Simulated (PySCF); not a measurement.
Dissociation curve of AlN, triplet.

Levels of theory: UKS-PBE = unrestricted PBE/cc-pVDZ (PySCF); UKS-r2SCAN = unrestricted r2SCAN/cc-pVDZ (PySCF); UCCSD(T) = PySCF with CCSD(T) on UHF/cc-pVDZ, 6 core orbitals frozen.

Energies relative to the lowest point of each curve near equilibrium, in kJ/mol; the last columns give the difference from UCCSD(T):

```csv
R / Å,UKS-PBE,UKS-r2SCAN,UCCSD(T),UKS-PBE − UCCSD(T),UKS-r2SCAN − UCCSD(T)
1.35,472.4,461.7,510.3,-37.9,-48.6
1.42,296.4,290.8,327.8,-31.4,-37.0
1.52,137.0,132.1,161.4,-24.4,-29.3
1.61,56.7,53.1,76.4,-19.7,-23.4
1.67,25.9,23.3,42.5,-16.6,-19.2
1.75,4.8,3.5,40.4,-35.5,-36.8
1.79,0.7,0.0,25.3,-24.6,-25.3
1.84,0.0,0.1,11.6,-11.6,-11.5
1.90,4.4,5.2,3.1,1.2,2.0
1.96,12.8,13.3,0.0,12.8,13.3
2.05,22.9,18.7,3.1,19.8,15.6
2.20,39.4,—,21.3,18.1,—
```

UKS-PBE is furthest from UCCSD(T) at 1.35 (-37.9 kJ/mol, below); its mean absolute difference over the points is 21.1 kJ/mol.

UKS-r2SCAN is furthest from UCCSD(T) at 1.35 (-48.6 kJ/mol, below); its mean absolute difference over the points is 23.8 kJ/mol.

Dashes: no converged value, or the column stops at the first point that the program doubted or that broke a chosen test of continuity, which isn't proof of a fault.

The scan ran from 1.35 to 7.23 Å; beyond the distances shown one of the unrestricted levels run for this scan, shown here or not, changes its spin distribution in one step. The unrestricted determinant behind UCCSD(T) is spin-contaminated at 1.35, 1.52 to 1.84 Å (<S²> up to 2.2, against 2.00 for a pure triplet).
